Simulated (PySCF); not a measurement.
PySCF 2.14 output of an unrestricted PBE calculation on a single atom or ion in aug-cc-pwCVTZ-DK, with the spin-free X2C one-electron Hamiltonian (Gaussian nucleus):

```
SCF conv_tol = 1e-09
number electrons alpha = 15  beta = 10
    J. P. Perdew, K. Burke, and M. Ernzerhof.,  Phys. Rev. Lett. 77, 3865 (1996)
    J. P. Perdew, K. Burke, and M. Ernzerhof.,  Phys. Rev. Lett. 78, 1396 (1997)
    J. P. Perdew, K. Burke, and M. Ernzerhof.,  Phys. Rev. Lett. 77, 3865 (1996)
    J. P. Perdew, K. Burke, and M. Ernzerhof.,  Phys. Rev. Lett. 78, 1396 (1997)
cycle= 1 E= -1050.56073857785  delta_E= -0.0139  |g|= 0.262  |ddm|= 1.83
cycle= 2 E= -1050.43795655792  delta_E= 0.123  |g|= 0.715  |ddm|= 1.22
cycle= 3 E= -1050.58159353064  delta_E= -0.144  |g|= 0.0644  |ddm|= 0.941
cycle= 4 E= -1050.58308391441  delta_E= -0.00149  |g|= 0.0146  |ddm|= 0.108
cycle= 5 E= -1050.58319754017  delta_E= -0.000114  |g|= 0.00466  |ddm|= 0.0657
cycle= 6 E= -1050.58321309645  delta_E= -1.56e-05  |g|= 0.000131  |ddm|= 0.0133
cycle= 7 E= -1050.58321313859  delta_E= -4.21e-08  |g|= 1.63e-05  |ddm|= 0.00346
cycle= 8 E= -1050.58321313872  delta_E= -1.25e-10  |g|= 1.31e-06  |ddm|= 9e-05
converged SCF energy = -1050.58321313872  <S^2> = 8.8370035  2S+1 = 6.0289314
```

The run itself started from symmetry-adapted Hartree-Fock orbitals and held the occupation by maximum overlap, on a logarithmic radial grid, so the iterations belong to that start.

Problem. Which element, charge and spin multiplicity is this?

Solution. Cr⁻ (chromium, charge -1), multiplicity 6; the state was [Ar] 3d5 4s2, high-spin 6S determinant.

⟨S²⟩ = 8.84 against 8.75 shows spin contamination. At PBE the highest occupied level has a positive energy, so only the finite basis holds that electron; in a semilocal or global hybrid functional this comes from self-interaction and does not mean that the real anion is unbound.
